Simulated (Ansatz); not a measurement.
Relaxation of Cl₂H₆MgN₂ (11 atoms, charge 0, multiplicity 1), to a largest force component of 0.03 eV/Å in at most 50 steps.

Level of theory: Ansatz, RKS PBE0/def2-SVP.

```xyz
11
Properties=species:S:1:pos:R:3:forces:R:3
Mg -0.160 -2.086 -1.243 1.16 0.54 0.63
Cl 1.973 -2.316 -0.202 -1.28 0.19 -0.58
Cl -2.037 -2.772 -2.162 -0.02 -0.02 -0.01
H -0.387 1.291 -0.162 0.05 -0.06 0.18
N -0.700 1.267 -1.135 0.14 -0.68 -0.08
H 1.204 -0.400 1.424 0.05 -0.07 -0.04
N 0.600 0.370 1.719 -0.11 0.07 -0.10
H -1.670 1.570 -1.172 -0.01 0.01 0.00
H -0.146 1.936 -1.664 0.00 0.00 -0.01
H 1.224 1.102 2.055 0.02 0.02 0.01
H 0.098 0.038 2.542 0.01 -0.01 0.00
```

Problem. Where does it end, and by what steps?

Solution. The forces met the threshold. The force dipped under the threshold on the way, but the program's further checks kept it going. After 23 steps the energy has fallen by 1.368 eV; Cl3 moved furthest, 1.33 Å. Joined: Mg1–N5.

```
step  energy less start (eV)  largest force component (eV/Å)  accepted
   0                  0.0000                           1.280       yes
   1                 -0.3556                           0.751       yes
   2                 -0.6431                           0.957       yes
   3                 -0.9618                           0.909       yes
   4                 -1.2414                           0.267       yes
   5                 -1.3151                           0.444       yes
   6                 -1.3294                           0.686       yes
   7                 -1.3520                           0.135       yes
   8                 -1.3519                           0.107        no
   9                 -1.3547                           0.069       yes
  10                 -1.3572                           0.030       yes
  11                 -1.3595                           0.057       yes
  12                 -1.3608                           0.082       yes
  13                 -1.3623                           0.093       yes
  14                 -1.3634                           0.080       yes
  15                 -1.3627                           0.136        no
  16                 -1.3647                           0.038       yes
  17                 -1.3658                           0.017       yes
  18                 -1.3665                           0.054       yes
  19                 -1.3668                           0.052       yes
  20                 -1.3671                           0.033       yes
  21                 -1.3674                           0.020       yes
  22                 -1.3675                           0.032       yes
  23                 -1.3677                           0.020       yes
```

```xyz
11
Properties=species:S:1:pos:R:3
Mg -0.318 -1.433 -1.399
Cl 1.249 -2.244 0.016
Cl -1.571 -2.013 -3.153
H -0.256 0.762 0.114
N -0.732 0.563 -0.804
H 1.143 -0.255 1.446
N 0.759 0.678 1.640
H -1.731 0.748 -0.689
H -0.407 1.264 -1.473
H 1.556 1.306 1.750
H 0.308 0.626 2.552
```

The run took 85 s on 2 threads of Arm Neoverse V1, on a shared host, peak memory 0.25 GiB.
